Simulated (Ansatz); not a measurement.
One geometry of CH5GeNOS (`O=C(S)[NH][GeH3]`), several functionals.

```yaml
crystal:
  periodic: [false, false, false]
  atoms:
    - {symbol: O, position_ang: [0.446274, -1.558983, 0.493927]}
    - {symbol: C, position_ang: [0.310973, -0.441153, 0.932701]}
    - {symbol: S, position_ang: [0.611585, -0.021774, 2.652813]}
    - {symbol: N, position_ang: [-0.079614, 0.608418, 0.178082]}
    - {symbol: Ge, position_ang: [-0.426770, 0.308754, -1.631581]}
    - {symbol: H, position_ang: [0.948195, -1.277800, 2.976433]}
    - {symbol: H, position_ang: [-0.170499, 1.511374, 0.614310]}
    - {symbol: H, position_ang: [0.852378, -0.183463, -2.310707]}
    - {symbol: H, position_ang: [-0.835362, 1.698067, -2.142788]}
    - {symbol: H, position_ang: [-1.574061, -0.694640, -1.760290]}
basis:
  gaussian: {orbitals: def2-TZVPP}
hamiltonian: {xc: {name: B2PLYP}}
```

```sh
$ ansatz run in.yaml --threads 4 --pin off --events-out ev --progress --plain
```

It prints (some lines left out):

```
Functional definition: B2PLYP
1535 factors; integrals over basis functions are off by at most 9.8e-4 eV
mean field evaluation 1: about -71980.2244 eV, gradient 5.6e1 eV
mean field evaluation 2: about -71980.3931 eV, gradient 5.6e1 eV
mean field evaluation 4: about -71985.7227 eV, gradient 8.8e0 eV
mean field evaluation 8: about -71985.8772 eV, gradient 7.8e-1 eV
mean field evaluation 16: about -71985.8789 eV, gradient 4.2e-4 eV
mean field -71985.87890373 eV, -2645.4322559308 hartree, gradient 7.2e-6 eV, S^2 0.000000; 0 other end points of the search recorded, 0 dependent functions left out
17 core orbitals not correlated: weight in the atoms' cores, before any rotation towards them, 1.000 or more for the frozen orbitals, at most 0.000 for the correlated occupied ones
reference -71985.87908129 eV, -2645.4322624561 hartree; 20, 20 occupied and 216, 216 virtual orbitals, 1535 factors
second order -34.35601264 eV of doubles, -0.00000000 eV of singles
Total energy: -71995.15520470 eV, -2645.7731537039 hartree
```

Run time 10 s (4 threads of a server CPU on a shared host); peak host memory 0.7 GiB.

The same input with `hamiltonian: {xc: pbe, dispersion: d4}` and forces (abridged; 4.7 s):

```
Functional definition: PBE
mean field evaluation 16: about -71993.5679 eV, gradient 7.0e-4 eV
mean field -71993.56789171 eV, -2645.7148210274 hartree, gradient 2.5e-5 eV, S^2 0.000000
Total energy: -71993.81374748 eV, -2645.7238560601 hartree
Atom 0 force     0.133470    -1.122698    -0.451190 eV/Å
Atom 1 force    -0.018368     0.431972     0.318472 eV/Å
Atom 2 force     0.005551     0.405063     0.400462 eV/Å
Atom 3 force    -0.068159     0.214917    -0.102314 eV/Å
Atom 4 force    -0.046407    -0.020113    -0.223202 eV/Å
Atom 5 force     0.061259    -0.240674     0.047481 eV/Å
Atom 6 force    -0.043680     0.357218     0.138745 eV/Å
Atom 7 force     0.135410    -0.055900    -0.071000 eV/Å
Atom 8 force    -0.039290     0.139811    -0.044036 eV/Å
Atom 9 force    -0.119785    -0.109595    -0.013418 eV/Å
Dipole moment:    -0.123426     0.454307    -0.123730 e Å
```

Changing it to `hamiltonian: {xc: {name: wB97X-V}}` (abridged; 13 s):

```
Functional definition: wB97X-V
mean field evaluation 16: about -72003.7591 eV, gradient 1.4e-4 eV
mean field -72003.75912913 eV, -2646.0893420946 hartree, gradient 1.5e-5 eV, S^2 0.000000
Total energy: -72003.75912714 eV, -2646.0893420214 hartree
```

Changing it to `hamiltonian: {xc: lda}` (abridged; 1.8 s):

```
Functional definition: SPW92
mean field evaluation 16: about -71852.1372 eV, gradient 5.8e-4 eV
mean field -71852.13718334 eV, -2640.5173383601 hartree, gradient 1.5e-5 eV, S^2 0.000000
Total energy: -71852.13722185 eV, -2640.5173397752 hartree
```

Changing it to `hamiltonian: {xc: hse06, dispersion: d4}` (abridged; 6.5 s):

```
Functional definition: HSE06
mean field evaluation 16: about -71995.5438 eV, gradient 2.4e-4 eV
mean field -71995.54383055 eV, -2645.7874354402 hartree, gradient 5.2e-5 eV, S^2 0.000000
Total energy: -71995.73773802 eV, -2645.7945614085 hartree
```

Changing it to `hamiltonian: {xc: {name: revPBE}, dispersion: d4}` (abridged; 3.8 s):

```
Functional definition: revPBE
mean field evaluation 16: about -72004.3278 eV, gradient 7.6e-4 eV
mean field -72004.32779968 eV, -2646.1102403519 hartree, gradient 2.8e-5 eV, S^2 0.000000
Total energy: -72005.07667640 eV, -2646.1377610637 hartree
```

HSE06 is the plane-wave form, built on full-range PBE exchange.
